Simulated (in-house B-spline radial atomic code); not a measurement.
Whole-atom quantities along the 69-electron series, configuration [Xe] 4f14 5d1. Computed with a B-spline radial code for spherical atoms: non-relativistic Hartree-Fock, average of the configuration, point nuclei.

This level leaves out relativity, spin-orbit splitting included, which matters for heavy ions.

```tsv
ion	Z	E/Z² (Eh)	Σ<r²> (bohr²)	n(0)/Z³ (bohr⁻³)	Lamb diamagnetic shielding (ppm)	repulsion over attraction
Hf3+	72	-2.7623	34.393	0.71493	8393.83	0.15883
Ta4+	73	-2.7767	30.978	0.71533	8545.47	0.15792
W5+	74	-2.7908	28.257	0.71573	8696.67	0.15695
Re6+	75	?	?	?	?	?
Os7+	76	-2.8185	24.071	0.71649	8998.15	0.15489
Ir8+	77	?	?	?	?	?
Pt9+	78	-2.8452	20.941	0.71724	9298.71	0.15272
Au10+	79	?	?	?	?	?
Hg11+	80	-2.8711	18.486	0.71796	9598.63	0.1505
Tl12+	81	-2.8837	17.443	0.71831	9748.39	0.14937
Pb13+	82	-2.8961	16.499	0.71865	9898.06	0.14824
```

Question: Fill in the row of Re6+.

Answer: E/Z² (Eh): -2.8048; Σ<r²> (bohr²): 25.996; n(0)/Z³ (bohr⁻³): 0.71611; Lamb diamagnetic shielding (ppm): 8847.54; repulsion over attraction: 0.15594.

Question: Fill in the row of Ir8+.

Answer: E/Z² (Eh): -2.832; Σ<r²> (bohr²): 22.404; n(0)/Z³ (bohr⁻³): 0.71687; Lamb diamagnetic shielding (ppm): 9148.52; repulsion over attraction: 0.15381.

Question: Fill in the row of Au10+.

Answer: E/Z² (Eh): -2.8583; Σ<r²> (bohr²): 19.645; n(0)/Z³ (bohr⁻³): 0.7176; Lamb diamagnetic shielding (ppm): 9448.74; repulsion over attraction: 0.15161.

Question: With what power of Z does the column «Σ<r²> (bohr²)» change over this range?

Answer: A fit of the logarithm of its size against log Z from Z = 72 to 82 has slope -5.56. Unscreened non-relativistic hydrogenic orbitals would give -2.
